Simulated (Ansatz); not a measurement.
Geometry optimisation, Ansatz, RKS B3LYP-D4/6-31G*.

Input:

```yaml
crystal:
  periodic: [false, false, false]
  atoms:
    - { symbol: O, position_ang: [-1.0937, 0.5571, 1.6407] }
    - { symbol: B, position_ang: [-0.1141, 0.4867, 0.6002] }
    - { symbol: Si, position_ang: [1.5158, -0.4393, 0.9828] }
    - { symbol: O, position_ang: [-0.2241, 1.1521, -0.7104] }
    - { symbol: C, position_ang: [-0.9252, 0.2266, -1.5986] }
    - { symbol: F, position_ang: [-1.1007, 0.8637, -2.8076] }
    - { symbol: H, position_ang: [-1.6949, -0.1869, 1.4944] }
    - { symbol: H, position_ang: [1.7591, -1.5354, 0.0431] }
    - { symbol: H, position_ang: [2.6796, 0.5113, 0.9087] }
    - { symbol: H, position_ang: [1.5021, -0.9653, 2.3925] }
    - { symbol: H, position_ang: [-0.3113, -0.6738, -1.7234] }
    - { symbol: H, position_ang: [-1.9156, -0.052, -1.1885] }
basis:
  gaussian: { orbitals: "6-31G*" }
hamiltonian:
  xc: b3lyp
  dispersion: d4
relax:
  f_tol: 0.015
  max_steps: 40
```

Command:

```bash
$ ansatz run input.yaml --threads 2 --pin off --max-ram 3072MiB --backend cpu --events-out ev --progress --plain --runs-dir out
```

Question: Where does it end, and by what steps?

Answer: The run converged. After 24 steps the energy has fallen by 1.745 eV; F6 moved furthest, 1.69 Å.

```
step  energy less start (eV)  largest force component (eV/Å)  accepted
   0                  0.0000                           2.440       yes
   1                 -0.4307                           1.672       yes
   2                 -0.6138                           1.162       yes
   3                 -0.7512                           0.888       yes
   4                 -0.9044                           0.959       yes
   5                 -1.0745                           1.683       yes
   6                 -1.2078                           2.455       yes
   7                 -1.4501                           0.528       yes
   8                 -1.4985                           0.250       yes
   9                 -1.5051                           0.173       yes
  10                 -1.5102                           0.128       yes
  11                 -1.5168                           0.130       yes
  12                 -1.5196                           0.527       yes
  13                 -1.5342                           0.131       yes
  14                 -1.5487                           0.271       yes
  15                 -1.5603                           0.675       yes
  16                 -1.5876                           0.592       yes
  17                 -1.6229                           0.523       yes
  18                 -1.6697                           0.399       yes
  19                 -1.6993                           0.514       yes
  20                 -1.7338                           0.443       yes
  21                 -1.7411                           0.182       yes
  22                 -1.7442                           0.039       yes
  23                 -1.7443                           0.088       yes
  24                 -1.7446                           0.014       yes
```

```xyz
12
Properties=species:S:1:pos:R:3
O -0.850 0.757 1.148
B 0.087 0.113 0.406
Si 1.837 -0.458 1.266
O -0.080 -0.166 -0.944
C -1.287 -0.017 -1.605
F -1.865 1.231 -1.343
H -1.571 1.118 0.602
H 2.392 -1.685 0.628
H 2.857 0.620 1.118
H 1.672 -0.724 2.722
H -1.103 -0.072 -2.680
H -2.013 -0.773 -1.283
```

Whether the end is a true minimum wasn't checked by a vibrational analysis.

Run time: 77 s on 2 threads of Arm Neoverse V2, with other jobs on the host, peak memory 0.24 GiB.
